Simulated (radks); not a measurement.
The numbers below are computed, except where a source is named.
Isoelectronic series with 8 electrons, all held in the configuration [He] 2s2 2p4, which need not be the ground one along the series. Level of theory: scalar-relativistic Kohn-Sham, SCAN, spin-polarised, spherical densities, finite nucleus; open shells are filled with parallel spins first; meta-GGA in the generalised Kohn-Sham scheme; Fermi nuclear charge, rms radius of each element as measured or else 0.836 A^(1/3) + 0.57 fm (a radial shooting solver on a logarithmic mesh with Libxc functionals). Total energies (hartree) and orbital eigenvalues (hartree):

| ion | E (hartree) | 2p down | 2p up |
|---|---|---|---|
| O | -75.10090 | -0.24901 | -0.40325 |
| Ne2+ | -126.75284 | -1.89715 | -2.13959 |
| Mg4+ | -192.53595 | -4.58306 | -4.91256 |
| Si6+ | -272.46574 | -8.28451 | -8.70045 |
| S8+ | -366.58222 | -12.99653 | -13.49854 |
| Ar10+ | -474.93958 | -18.71826 | -19.30613 |
| Ca12+ | -597.60310 | -25.45060 | -26.12420 |
| Ti14+ | -734.64795 | -33.19540 | -33.95465 |
| Cr16+ | -886.15920 | -41.95522 | -42.80010 |
